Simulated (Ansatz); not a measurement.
Reaction (silylene loss): `[OH][SbH][SiH3]` → `[OH][SbH2]` + `[SiH2]`

Calculated with Ansatz (gas phase, PBE0-D4/def2-TZVP geometries, no zero-point term in ΔE). CBS: MP2 limit from def2 TZ/QZ plus the TZ coupled-cluster correction, frozen cores. This one scheme is used for every species. Functionals use def2-TZVPP. HSE06 is defined as in plane-wave codes. def2 core potentials past Kr. For Sb outer-core shells are correlated without core-valence functions, which leaves a few kJ/mol of doubt a bond. Each species was taken in one conformer, which may not be the lowest.

(1) Is it downhill or uphill in electronic energy at CCSD(T)/CBS, and by how much? (An estimate is asked.)

(2) What do these levels give: HSE06-D4, BHLYP-D4, CAM-B3LYP-D4, PBE-QIDH, PBE0, r2SCAN0, CAM-B3LYP, HF/def2-SVP, MP2/def2-SVP, CCSD(T)/def2-TZVPP, SCS-MP2/def2-QZVPP, MP2/CBS(def2)? (An estimate is asked.)

Largest T1 diagnostic among the species: 0.014.

Answers

(1) The calculation gave: Uphill: ΔE = +267.5 kJ/mol.

(2) The calculation gave: HSE06-D4 281.9, BHLYP-D4 269.9, CAM-B3LYP-D4 264.6, PBE-QIDH 282.7, PBE0 275.1, r2SCAN0 285.7, CAM-B3LYP 257.4, HF/def2-SVP 238.4, MP2/def2-SVP 265.8, CCSD(T)/def2-TZVPP 255.2, SCS-MP2/def2-QZVPP 269.1, MP2/CBS(def2) 289.0 kJ/mol.

In def2-TZVPP, CCSD(T) changes the Hartree–Fock value by +15.4 kJ/mol (the triples alone add +5.3 kJ/mol) and MP2 by +36.9 kJ/mol. From PBE to PBE0 (25 % exact exchange), in def2-TZVPP and without D4, ΔE moves by +6.7 kJ/mol. At CCSD(T), def2-SVP lies −21.8 kJ/mol from the extrapolated value and def2-TZVPP −12.3 kJ/mol.
